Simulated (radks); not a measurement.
Results of a calculation; reference values are marked as such.
Task: Radial electron density D(r) = 4 pi r^2 rho(r) of an atom or ion with 64.75 electrons. Code: a radial shooting solver on a logarithmic mesh with Libxc functionals. Model: scalar-relativistic Kohn-Sham, PBEsol, spin-polarised, spherical densities, finite nucleus; Fermi nuclear charge, rms radius of each element as measured or else 0.836 A^(1/3) + 0.57 fm.

r (bohr)  D(r) (e/bohr)   spin D(r)
0.001397          7.981   0.0000960
0.001639          10.23    0.000123
0.001908          12.89    0.000154
0.002221          16.14    0.000191
0.002586          20.07    0.000236
0.00301           24.76    0.000289
0.003504          30.26    0.000349
0.00408           36.60    0.000415
0.004749          43.71    0.000486
0.005529          51.46    0.000557
0.006488          60.02    0.000625
0.007553          68.11    0.000675
0.008793          75.62    0.000699
0.01024           81.91    0.000685
0.01192           86.34    0.000621
0.01387           88.40    0.000501
0.01615           87.95    0.000330
0.0188            85.37    0.000128
0.02189           81.75  -0.0000633
0.02569           78.72   -0.000183
0.0299            78.65   -0.000145
0.03481           82.87   0.0000954
0.04053           91.54    0.000528
0.04718           102.8     0.00105
0.05493           113.1     0.00145
0.06394           117.9     0.00149
0.07444           114.8     0.00106
0.08666           105.0    0.000352
0.1017            93.62   -0.000150
0.1184            88.81    0.000163
0.1378            92.89     0.00125
0.1605            101.4     0.00226
0.1868            104.6     0.00191
0.2175            95.13   -0.000149
0.2532            75.00    -0.00254
0.2947            55.11    -0.00309
0.3431            46.02    -0.00146
0.4026            48.93   -0.000334
0.4687            54.32    -0.00266
0.5457            53.09    -0.00667
0.6352            43.87    -0.00681
0.7395            31.71    0.000224
0.8609            21.95      0.0104
1.002             16.19      0.0153
1.167             12.97      0.0102
1.358             10.36    0.000346
1.594             7.431    -0.00187
1.856             4.755      0.0133
2.16              2.681      0.0428
2.515             1.392      0.0741
2.928            0.7325      0.0930
3.408            0.4269      0.0927
3.968            0.2651      0.0745
4.619            0.1537      0.0477
5.378           0.07516      0.0240
6.311           0.02768     0.00887
7.347          0.008056     0.00256
8.553          0.001687    0.000525
9.957         0.0002427   0.0000726

What is the nuclear charge?

Result: Z = 66. The innermost maximum, from 1s, lies near gamma/Z bohr with gamma = sqrt(1 - (Z/c)^2) = 0.876, here 0.0133 bohr (found: 0.0146), and its height grows with Z. The density is that of the dysprosium ion Dy1.25+ in [Xe] 4f(up 5, down 5) 6s(up 0.5, down 0.25); the configuration itself is not fixed sharply by these data, and Z only to a few units. D(r) has 4 maxima, at r = 0.0146, 0.0650, 0.181, 0.496 bohr, and minima at 0.0278, 0.119, 0.354 bohr, inside which lie 1.93, 11.17, 29.48 electrons.
